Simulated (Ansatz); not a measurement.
Relaxation of BBrH3NS (7 atoms, charge 0, multiplicity 1), to a largest force component of 0.015 eV/Å in at most 40 steps.

These are results of RKS r2SCANh-D4/def2-SVP (Ansatz 0.2.0), not measurements.

```xyz
7
Properties=species:S:1:pos:R:3:forces:R:3
N -0.469 1.108 -0.114 -0.35 -0.61 1.31
B -0.382 -0.364 -0.160 -0.53 1.05 0.26
S -1.411 -1.283 -1.401 -1.39 -0.48 0.96
Br 0.710 -1.378 1.103 -0.07 0.14 -0.22
H 0.440 1.544 -0.288 -0.12 0.08 0.25
H -0.816 1.428 0.840 0.83 -0.43 -1.47
H -2.549 -1.374 -0.519 1.63 0.24 -1.10
```

Question: Where does it end, and by what steps?

Answer: It converged. After 12 steps the energy has fallen by 1.653 eV; H5 moved furthest, 1.50 Å.

| step | energy less start (eV) | largest force component (eV/Å) | accepted |
| --- | --- | --- | --- |
| 0 | 0.0000 | 1.631 | yes |
| 1 | -0.1597 | 0.816 | yes |
| 2 | -0.2580 | 0.519 | yes |
| 3 | -0.4568 | 0.705 | yes |
| 4 | -0.7021 | 1.007 | yes |
| 5 | -0.9405 | 0.949 | yes |
| 6 | -1.1619 | 1.210 | yes |
| 7 | -1.3791 | 0.786 | yes |
| 8 | -1.5229 | 0.456 | yes |
| 9 | -1.6222 | 0.359 | yes |
| 10 | -1.6455 | 0.307 | yes |
| 11 | -1.6521 | 0.101 | yes |
| 12 | -1.6531 | 0.009 | yes |

```xyz
7
Properties=species:S:1:pos:R:3
N -0.445 0.888 0.144
B -0.412 -0.504 0.137
S -1.433 -1.575 -0.913
Br 0.814 -1.412 1.333
H -1.053 1.439 -0.445
H 0.151 1.432 0.754
H -2.098 -0.587 -1.549
```

Whether the end is a true minimum wasn't checked by a vibrational analysis.

Time of the run: 45 s on 2 threads of Arm Neoverse V2, on a shared host, peak memory 0.22 GiB.
